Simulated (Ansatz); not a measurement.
```yaml
crystal:
  periodic: [false, false, false]
  atoms:
    - {symbol: C, position_ang: [0.106841, -0.686110, -1.318935]}
    - {symbol: C, position_ang: [0.465145, -0.334760, 0.156278]}
    - {symbol: C, position_ang: [1.934109, -0.640649, 0.418139]}
    - {symbol: C, position_ang: [-0.399249, -1.311040, 1.011330]}
    - {symbol: C, position_ang: [0.035501, 1.036530, 0.504507]}
    - {symbol: Zr, position_ang: [-1.843004, 1.797485, -0.374479]}
    - {symbol: F, position_ang: [-1.433705, 2.334534, -2.161595]}
    - {symbol: F, position_ang: [-3.115659, 0.383399, -0.278268]}
    - {symbol: F, position_ang: [-2.389566, 3.267973, 0.718253]}
    - {symbol: H, position_ang: [0.548297, -1.615080, -1.613843]}
    - {symbol: H, position_ang: [0.744607, 0.074436, -1.990144]}
    - {symbol: H, position_ang: [-0.855057, -0.686409, -1.601519]}
    - {symbol: H, position_ang: [2.258991, -1.575757, 0.163377]}
    - {symbol: H, position_ang: [2.163092, -0.346908, 1.457281]}
    - {symbol: H, position_ang: [2.508771, 0.100596, -0.212420]}
    - {symbol: H, position_ang: [-0.178994, -1.172305, 2.044092]}
    - {symbol: H, position_ang: [-1.436320, -1.287995, 0.760648]}
    - {symbol: H, position_ang: [-0.079581, -2.429152, 0.749116]}
    - {symbol: H, position_ang: [0.780124, 1.794103, 0.032395]}
    - {symbol: H, position_ang: [0.064494, 1.241131, 1.594308]}
basis:
  gaussian: {orbitals: STO-3G, fitting: {mean_field: def2-universal-jkfit}}
magnetization: {spin_polarized: true, initial_magnetization: 0}
hamiltonian: {xc: {name: HF}}
correlation: {method: mp2, frozen_orbitals: {C: 9}}
output: {forces: true}
```

```sh
$ ansatz run in.yaml --threads 4 --pin off --events-out ev --progress --plain --max-ram 46080MiB --backend cpu
```

It prints (some lines left out):

```
Functional definition: HF
Error: "frozen_orbitals" has no count for Zr
```

What is wrong with this run?

Frozen orbitals are typed for one element alone, and the program wants a count for each. The input was rejected before any iteration.
